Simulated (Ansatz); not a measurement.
Cartesian coordinates in Å:
```
F 1.4206 -1.2313 -0.0686
W 0.0390 0.0009 -0.0079
F 1.2798 1.2933 -0.4776
Cl -0.3106 -0.3783 -2.2288
Cl -1.4058 -1.6524 0.5647
Cl 0.5632 0.3841 2.1777
Cl -1.5862 1.5836 0.0405
```

Charge 0, multiplicity 1. W: def2 effective core potential.

Question: List the CAM-B3LYP/def2-TZVPP orbital energies in eV (the Gaussian-basis code of Ansatz). (Best estimate.)

Answer: Ansatz gave: Occupied: -2765.44, -2765.44, -2765.31, -2765.31, -674.67, -674.67, -260.23, -260.23, -260.10, -260.10, -199.23, -199.23, -199.17, -199.17, -199.16, -199.16, -199.10, -199.10, -199.03, -199.03, -199.02, -199.02, -89.16, -51.99, -51.97, -51.77, -35.02, -34.93, -25.83, -25.34, -25.34, -25.01, -16.89, -16.50, -16.31, -15.81, -15.65, -14.87, -14.37, -13.38, -13.33, -13.00, -12.73, -12.34, -11.82, -11.51, -11.48, -11.12, -10.88, -10.85. Lowest empty: -4.11, -4.10, -3.74, -0.38, 0.61, 1.75, 3.97, 3.99.
